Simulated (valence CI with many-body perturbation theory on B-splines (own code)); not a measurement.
**Run record, Nb II**

Method: relativistic CI+MBPT: four valence electrons over a frozen Dirac-Fock core [Kr], a basis of 3 s, 3 p, 2 d, 2 f functions for each j, with the one-electron correlation potential Σ1 (screened to all orders), the two-electron term Σ2, the three-electron term Σ3, Breit, model QED; selected single and double excitations, second order for the rest, scaled by the run's own slope (own B-spline code, finite nucleus).

Command, and the settings that its task file holds:

```sh
python run_cv.py task.json out
```

```
atom Nb  Z=41  mass_number=93  rms_radius_fm=4.3240
core [Kr]
valence 4d4
avg = 1
basis = S
breit = 1
cap = 10000
capref = 1200
cscale = 1
de = 0.0
dress = 0
eps = 2e-08
extrap = 1
h = 0.27
hh = 1
l2 = 3
lcore = 6
maxit = 60
n2 = 5
natural = 1
nlev = 20
nno = [0, 0, 0, 0, 0]
nroot = 26
nsp = [3, 3, 2, 2, 0]
pt2 = 1
qed = 1
rpa = 1
s1 = 1
s2 = 1
s3 = 1
screen = 1
tol = 2e-05
whole = 1
```

It took 31 s on 1 thread of Arm Neoverse V2, on a shared host.

Log. The first blocks belong to the next ion, which gives the ionisation energy. Fields: 2J, parity (1 odd), roots, reference size, generating configurations, candidates as configurations/state functions, variational space P, stored matrix elements, Davidson steps; e2 is the range of second-order energies in hartree. The first line gives the box (bohr), its intervals, the orbitals and the steps of their self-consistent field. Window is the range of levels sought, series limit the energy at which the first omitted orbital would enter, core excitation an estimate of the first excitation out of the core, left out the lowest levels not solved, and shifts from estimates the range by which levels moved from their first estimate, all in cm⁻¹.

```
rmax 28.0 intervals 66 orbitals 17 references ['4d4', '4d3 5s', '4d2 5s2', '4d3 5p', '4d2 5s 5p'] scf 9 t 1.6
2J=3 par=0 roots 2 ref 32 generators 10 cand 99/224 P 119/256 nnz 0 it 0
2J=3 par=0 roots 2 ref 32 generators 14 cand 62/126 P 181/382 nnz 0 it 0
   second order: generators 18 cand 210/398 e2 -0.00000 -0.00000
2J=5 par=0 roots 2 ref 34 generators 8 cand 88/228 P 107/262 nnz 0 it 0
2J=5 par=0 roots 2 ref 34 generators 9 cand 52/128 P 159/390 nnz 0 it 0
   second order: generators 14 cand 202/432 e2 -0.00000 -0.00000
2J=7 par=0 roots 2 ref 25 generators 8 cand 93/229 P 107/254 nnz 0 it 0
2J=7 par=0 roots 2 ref 25 generators 9 cand 57/131 P 164/385 nnz 0 it 0
   second order: generators 14 cand 195/407 e2 -0.00000 -0.00000
reference levels 487, estimated 46, window 12058 1/cm; series limit 86791, core excitation 236276
2J=0 par=0 roots 3 ref 21 generators 12 cand 101/153 P 350/552 nnz 0 it 0
2J=0 par=0 roots 3 ref 21 generators 33 cand 149/271 P 499/823 nnz 0 it 0
   second order: generators 60 cand 957/1629 e2 -0.00000 -0.00000
2J=2 par=0 roots 5 ref 44 generators 10 cand 139/585 P 344/1282 nnz 0 it 0
2J=2 par=0 roots 5 ref 44 generators 27 cand 125/526 P 469/1808 nnz 0 it 7
   second order: generators 53 cand 1061/4339 e2 -0.00000 -0.00000
2J=4 par=0 roots 6 ref 64 generators 14 cand 142/813 P 356/1727 nnz 0 it 3
2J=4 par=0 roots 6 ref 64 generators 39 cand 154/873 P 510/2600 nnz 1.1e+06 it 5
   second order: generators 69 cand 1121/6073 e2 -0.00001 -0.00000
2J=6 par=0 roots 6 ref 58 generators 10 cand 137/859 P 320/1718 nnz 0 it 4
2J=6 par=0 roots 6 ref 58 generators 28 cand 149/954 P 469/2672 nnz 1.2e+06 it 5
   second order: generators 60 cand 1201/6796 e2 -0.00000 -0.00000
2J=8 par=0 roots 6 ref 50 generators 15 cand 112/662 P 323/1515 nnz 0 it 6
2J=8 par=0 roots 6 ref 50 generators 34 cand 116/770 P 439/2285 nnz 0 it 6
   second order: generators 71 cand 1132/6070 e2 -0.00001 -0.00000
2J=10 par=0 roots 3 ref 29 generators 8 cand 80/323 P 240/870 nnz 0 it 0
2J=10 par=0 roots 3 ref 29 generators 18 cand 121/717 P 361/1587 nnz 0 it 5
   second order: generators 38 cand 857/4325 e2 -0.00000 -0.00000
2J=12 par=0 roots 2 ref 15 generators 5 cand 64/316 P 194/643 nnz 0 it 0
2J=12 par=0 roots 2 ref 15 generators 10 cand 62/257 P 256/900 nnz 0 it 0
   second order: generators 28 cand 686/2853 e2 -0.00000 -0.00000
left out: unestimated 23223, estimated 15931, shifts from estimates -4 to 0
operators 2.9
```

The Davidson iterations converged. The settings are bad on purpose, so the numbers may not be properties of the ion.

Set against measurement, 11 paired levels are off by 683 cm⁻¹ on average, the worst by 2041. These come from a selection out of the NIST Handbook of Basic Atomic Spectroscopic Data. Levels without a partner in it may be off by more, other configurations by 1,000 to 4,000 cm⁻¹. Only levels of the ground parity were solved; by the run's estimate the other parity begins above the list, which can be wrong where configurations are misplaced. 1 measured level below the end of the list, from 7261 cm⁻¹ on, found no clear computed partner, and computed levels of the same name lie up to 1916 cm⁻¹ from them.

* Valence energy: -4.650727 hartree
* Ionisation energy: 13.916 eV (NIST: 14.32 eV (semi-empirical))
* Reference configurations for the orbitals: 4d4, 4d3 5s, 4d2 5s2, 4d3 5p, 4d2 5s 5p
* Radial orbitals: 17
* Box radius: 28.01 bohr
* Largest variational space: 2672
* Lowest levels: 4d⁴ ⁵D_0 0.0000, 4d⁴ ⁵D_1 0.0172, 4d⁴ ⁵D_2 0.0492, 4d⁴ ⁵D_3 0.0931, 4d⁴ ⁵D_4 0.1465, 4d³5s ⁵F_1 0.2072, 4d³5s ⁵F_2 0.2415, 4d³5s ⁵F_3 0.2920, 4d³5s ⁵F_4 0.3574, 4d³5s ⁵F_5 0.4353, 4d⁴ ³P_0 0.9427, 4d⁴ ³P_1 1.013, 4d⁴ ³P_2 1.138, 4d⁴ ³F_2 1.160 eV

Names give the largest LS component (configuration and term), which can be under half, so a name can repeat, a term be missing and a line seem to break the LS rules; names also repeat where a configuration has a term twice.
